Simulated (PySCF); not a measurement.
Atoms are numbered as in `[CH3:1][PH:2][c:3]1[cH:4][cH:5][c:6]([CH3:7])[cH:8][cH:9]1` (H(Xn): hydrogen on atom n).

No solvent, a single conformation, relativity neglected, rapidly exchanging positions averaged. GIAO PBE0/pcSseg-1 shieldings; geometry: GFN2-xTB; PySCF 2.14.

Q: List the cross peaks expected in HSQC, COSY and HMBC spectra.

A: 

HSQC (one-bond C–H):
| δH | δC |
| --- | --- |
| 7.67 (H(C4)/H(C9)) | 138.0 (C4/C9) |
| 7.42 (H(C5)/H(C8)) | 134.4 (C5/C8) |
| 2.47 (H(C7)) | 24.0 (C7) |
| 1.32 (H(C1)) | 14.0 (C1) |

COSY cross peaks (H two or three bonds apart, from the bond graph; peaks can be absent where the dihedral angle is near 90°):
| δH | δH |
| --- | --- |
| 7.67 (H(C4)/H(C9)) | 7.42 (H(C5)/H(C8)) |
| 4.13 (H(P2)) | 1.32 (H(C1)) |

HMBC (two and three bonds, from the bond graph):
| δH | δC |
| --- | --- |
| 7.67 (H(C4)/H(C9)) | 143.9 (C3), 142.6 (C6), 138.0 (C4/C9), 134.4 (C5/C8) |
| 7.42 (H(C5)/H(C8)) | 143.9 (C3), 142.6 (C6), 138.0 (C4/C9), 134.4 (C5/C8), 24.0 (C7) |
| 4.13 (H(P2)) | 143.9 (C3), 138.0 (C4/C9), 14.0 (C1) |
| 2.47 (H(C7)) | 142.6 (C6), 134.4 (C5/C8) |
| 1.32 (H(C1)) | 143.9 (C3) |

Scale: $^{1}$H and $^{13}$C against TMS (reference shieldings calculated alike).

Short H···H contacts in this conformer between protons four or more bonds apart (candidates for NOE cross peaks, intensity ∝ r⁻⁶): H(P2)···H(C4) 2.33 Å, H(C7)···H(C8) 2.46 Å, H(C5)···H(C7) 2.46 Å.

Shifts are as computed. Against solution values, carbons near 30 ppm lie about +3 ppm off and those near 130 ppm about +5 ppm. Of 1211 compounds with measured shifts, 218 miss one by over three times the rms of a fit or turn the order of signals round; such compounds aren't used in these exercises.
